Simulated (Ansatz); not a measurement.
Relaxation of In2PF3 with RKS r2SCAN-D4/def2-SVP.

```sh
$ ansatz run in.yaml --threads 4 --pin off --events-out ev --progress --plain --max-ram 4787MiB
```

```yaml
crystal:
  periodic: [false, false, false]
  atoms:
    - {symbol: In, position_ang: [0.282140, 1.466780, -0.252880]}
    - {symbol: In, position_ang: [-0.161910, -1.956570, 0.000280]}
    - {symbol: P, position_ang: [1.875530, -0.449950, 0.217530]}
    - {symbol: F, position_ang: [-1.134100, -3.681190, 0.360320]}
    - {symbol: F, position_ang: [0.751730, 3.148820, 0.746480]}
    - {symbol: F, position_ang: [-1.613380, 1.472110, -1.071730]}
basis:
  gaussian: {orbitals: def2-SVP}
hamiltonian: {xc: r2scan, dispersion: d4}
scf: {lower_state_search: "off"}
output: {orbitals: {seedname: orbitals}}
relax: {f_tol: 0.02, max_steps: 100}
```

Hardware: 4 threads of Arm Neoverse V2 on a shared host. Wall time 24 s.

Positions (Å) and forces (eV/Å) at steps 1, 2, 3, 4, 5, 6, 7, 8, 9, 10, 11, 12, 13, 14 of 14:

```xyz
6
step=1 energy=-27779.3874 eV
In    0.282    1.467   -0.253   -0.644    0.321    0.380
In   -0.162   -1.957    0.000    0.857   -0.375    0.455
P     1.876   -0.450    0.218   -1.913   -0.349   -0.466
F    -1.134   -3.681    0.360    0.465    1.216   -0.330
F     0.752    3.149    0.746   -0.325   -0.687   -0.675
F    -1.613    1.472   -1.072    1.559   -0.124    0.635
6
step=2 energy=-27779.8480 eV
In    0.281    1.456   -0.193   -0.310    0.188    0.264
In   -0.066   -1.968    0.030   -0.551   -0.753    0.133
P     1.692   -0.485    0.161    0.534    0.161   -0.032
F    -1.118   -3.595    0.333    0.189    0.517   -0.184
F     0.722    3.154    0.698   -0.089   -0.100   -0.266
F    -1.511    1.438   -1.029    0.228   -0.013    0.085
6
step=3 energy=-27779.9245 eV
In    0.268    1.422   -0.113    0.139    0.127    0.208
In   -0.040   -1.974    0.039   -0.011   -0.087    0.054
P     1.758   -0.495    0.171    0.068    0.052   -0.021
F    -1.177   -3.526    0.267   -0.053    0.094   -0.088
F     0.690    3.199    0.608   -0.071   -0.116   -0.155
F    -1.498    1.373   -0.972   -0.073   -0.071    0.003
6
step=4 energy=-27779.9800 eV
In    0.291    1.411   -0.079    0.153   -0.043    0.132
In   -0.007   -1.947    0.046   -0.067    0.037    0.001
P     1.811   -0.488    0.215    0.039    0.042   -0.004
F    -1.260   -3.418    0.166   -0.021    0.055   -0.061
F     0.670    3.236    0.515   -0.056    0.014   -0.095
F    -1.505    1.206   -0.863   -0.048   -0.105    0.027
6
step=5 energy=-27780.0404 eV
In    0.322    1.398   -0.035    0.078    0.100    0.060
In   -0.003   -1.901    0.045   -0.237   -0.013   -0.048
P     1.855   -0.488    0.251    0.019    0.022    0.019
F    -1.322   -3.327    0.076    0.109    0.169   -0.043
F     0.642    3.277    0.424   -0.096   -0.122   -0.108
F    -1.494    1.041   -0.760    0.128   -0.157    0.121
6
step=6 energy=-27780.1302 eV
In    0.364    1.394   -0.004    0.151    0.274    0.069
In   -0.033   -1.834    0.027   -0.309    0.048   -0.090
P     1.882   -0.495    0.275    0.045   -0.002    0.031
F    -1.363   -3.251    0.012    0.102    0.186   -0.037
F     0.602    3.309    0.353   -0.132   -0.224   -0.114
F    -1.452    0.876   -0.664    0.143   -0.282    0.141
6
step=7 energy=-27780.2697 eV
In    0.410    1.402    0.015    0.331    0.304    0.116
In   -0.080   -1.760    0.000   -0.311    0.237   -0.111
P     1.897   -0.503    0.292    0.047   -0.015    0.024
F    -1.395   -3.187   -0.030    0.025    0.155   -0.046
F     0.555    3.334    0.304   -0.165   -0.204   -0.112
F    -1.388    0.715   -0.581    0.073   -0.476    0.129
6
step=8 energy=-27780.4738 eV
In    0.460    1.408    0.034    0.567    0.381    0.168
In   -0.131   -1.677   -0.027   -0.301    0.386   -0.114
P     1.911   -0.514    0.305    0.044   -0.020    0.016
F    -1.427   -3.120   -0.068   -0.046    0.137   -0.058
F     0.499    3.351    0.258   -0.209   -0.196   -0.112
F    -1.312    0.553   -0.503   -0.055   -0.688    0.100
6
step=9 energy=-27780.6914 eV
In    0.527    1.421    0.051    0.664    0.401    0.181
In   -0.211   -1.570   -0.062    0.108    0.003    0.018
P     1.923   -0.527    0.308   -0.065   -0.071   -0.018
F    -1.444   -3.071   -0.085   -0.117    0.154   -0.077
F     0.440    3.363    0.232   -0.259   -0.169   -0.116
F    -1.234    0.384   -0.444   -0.330   -0.319    0.011
6
step=10 energy=-27780.7934 eV
In    0.654    1.425    0.083   -0.163    0.507    0.038
In   -0.175   -1.571   -0.059   -0.114   -0.200    0.042
P     1.991   -0.569    0.325   -0.034   -0.033   -0.027
F    -1.553   -2.952   -0.158    0.196    0.252   -0.027
F     0.266    3.358    0.145    0.033   -0.699   -0.076
F    -1.183    0.309   -0.336    0.082    0.172    0.050
6
step=11 energy=-27780.8244 eV
In    0.693    1.388    0.105   -0.046    0.219    0.005
In   -0.148   -1.542   -0.032   -0.047   -0.188   -0.003
P     2.046   -0.595    0.330   -0.112    0.008   -0.021
F    -1.575   -2.846   -0.222    0.062    0.038   -0.002
F     0.157    3.256    0.069    0.046   -0.108   -0.010
F    -1.172    0.339   -0.249    0.097    0.031    0.031
6
step=12 energy=-27780.8275 eV
In    0.690    1.406    0.112   -0.090    0.101   -0.011
In   -0.153   -1.561   -0.029   -0.154   -0.053   -0.023
P     2.007   -0.587    0.325    0.276   -0.052    0.044
F    -1.562   -2.873   -0.247   -0.008   -0.004   -0.005
F     0.181    3.275    0.043    0.002    0.003   -0.004
F    -1.162    0.341   -0.204   -0.026    0.005    0.000
6
step=13 energy=-27780.8302 eV
In    0.690    1.408    0.112   -0.001   -0.058    0.002
In   -0.155   -1.563   -0.029    0.018    0.031    0.003
P     2.024   -0.591    0.329   -0.006    0.003   -0.001
F    -1.570   -2.869   -0.249   -0.009   -0.009   -0.005
F     0.172    3.274    0.042   -0.005    0.037   -0.005
F    -1.161    0.340   -0.205    0.004   -0.004    0.006
6
step=14 energy=-27780.8304 eV
In    0.688    1.406    0.114    0.000    0.001    0.001
In   -0.154   -1.562   -0.028    0.002   -0.001    0.002
P     2.024   -0.590    0.330   -0.001    0.000   -0.001
F    -1.568   -2.869   -0.258    0.000    0.000   -0.001
F     0.176    3.274    0.032    0.001    0.000   -0.001
F    -1.166    0.340   -0.190   -0.003   -0.001    0.000
```

In the def2 sets In takes a core potential; there is no spin–orbit coupling. The structure comes from a short search, and lower isomers may exist.
